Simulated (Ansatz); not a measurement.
Consider the substitution at a C–Si bond: `C#CCC[SiH3]` + HCl → `C#CCCCl` + SiH₄.

Program: Ansatz. Geometries: PBE0-D4/def2-TZVP. ΔE: electronic, gas phase. CBS: MP2 limit from def2 TZ/QZ plus the TZ coupled-cluster correction, frozen cores. This one scheme is used for every species. Functionals use def2-TZVPP. One conformer a species, not always the lowest.

`C#CCC[SiH3]`:

```xyz
13

C    -0.151    3.141    0.279
C    -0.025    1.964    0.479
C     0.120    0.532    0.686
C    -0.116   -0.280   -0.593
Si    0.067   -2.133   -0.344
H    -0.261    4.185    0.109
H     1.122    0.331    1.079
H    -0.580    0.215    1.467
H    -1.117   -0.073   -0.982
H     0.586    0.043   -1.369
H    -0.170   -2.853   -1.623
H     1.436   -2.456    0.143
H    -0.912   -2.616    0.669
```

HCl:

Cartesian coordinates in Å:
```
Cl -0.597 0.221 0.059
H 0.597 -0.221 -0.059
```

`C#CCCCl`:

Cartesian coordinates in Å:
```
C -1.143 -1.885 -0.776
C -0.731 -0.971 -0.118
C -0.205 0.149 0.644
C 0.829 0.914 -0.166
Cl 1.472 2.284 0.771
H -1.517 -2.700 -1.350
H -1.018 0.823 0.929
H 0.250 -0.210 1.572
H 1.672 0.277 -0.428
H 0.393 1.319 -1.077
```

SiH₄:

Cartesian coordinates in Å:
```
Si 0.000 0.000 0.000
H -0.244 -0.604 1.334
H 1.404 -0.255 -0.409
H -0.238 1.464 0.068
H -0.922 -0.605 -0.994
```

```json
{"level": "PBE0", "ΔE (kJ/mol)": "45.6"}
{"level": "CCSD/CBS(def2)", "ΔE (kJ/mol)": "48.6"}
```

Question: What does CCSD(T)/CBS give? (An estimate is asked.)

Answer: Ansatz gave: +48.4 kJ/mol. The listed levels differ from it by -2.8, 0.2 kJ/mol.

Largest T1 diagnostic among the species: 0.011.

In def2-TZVPP, CCSD(T) changes the Hartree–Fock value by +10.8 kJ/mol (the triples alone add −0.2 kJ/mol) and MP2 by +12.4 kJ/mol. The D4 term adds +3.7 kJ/mol with B3LYP and +2.2 kJ/mol with PBE0; it sums over pairs of atoms, weighted by their polarisabilities, and B3LYP, whose exchange is more repulsive, gets the larger term.

B3LYP here is the variant with VWN-RPA as its local correlation; programs differ in this.
